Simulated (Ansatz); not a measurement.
The Be1–Cl3 bond of BeClH (SMILES [BeH][Cl]) is stretched (multiplicity 1, the rest rigid).
Geometry at rest (charge 0, multiplicity 1):
```xyz
3

Be     0.00000     0.00000    -1.33527
H      0.00000     0.00000    -2.65794
Cl     0.00000     0.00000     0.47053
```

Correlated levels freeze the cores.

Codes used: Ansatz (a quantum-chemistry and plane-wave program). 

Energies above the point at 1.806 Å (the B3LYP-D3(BJ) bond length), FIC-MRCISD+Q on CASSCF(6,4)/aug-cc-pV(T+d)Z (kcal/mol): 9.82 at 1.625 Å; 5.53 at 1.986 Å; 132.88 at 5.779 Å.

Q: Take the last value as the depth D of a Morse curve D(1 − e^(−a(R − R₀)))², fit a and R₀ to the two near points, and test it at 2.438 and 3.160 Å.

A: 
With D = 132.9, both near points (counted from the curve's value at 1.806 Å) are met by a = 1.30 Å⁻¹ and R₀ = 1.811 Å, so k = 2Da² = 446 kcal/(mol Å²). The curve then gives 41.1 and 90.7 kcal/mol; the level itself gives 39.5 and 90.5, so Morse is off by 1.6 and 0.2.

Doubts at one or more of the structures used: active orbitals that take no part (FIC-MRCISD+Q on CASSCF(6,4)/aug-cc-pV(T+d)Z).
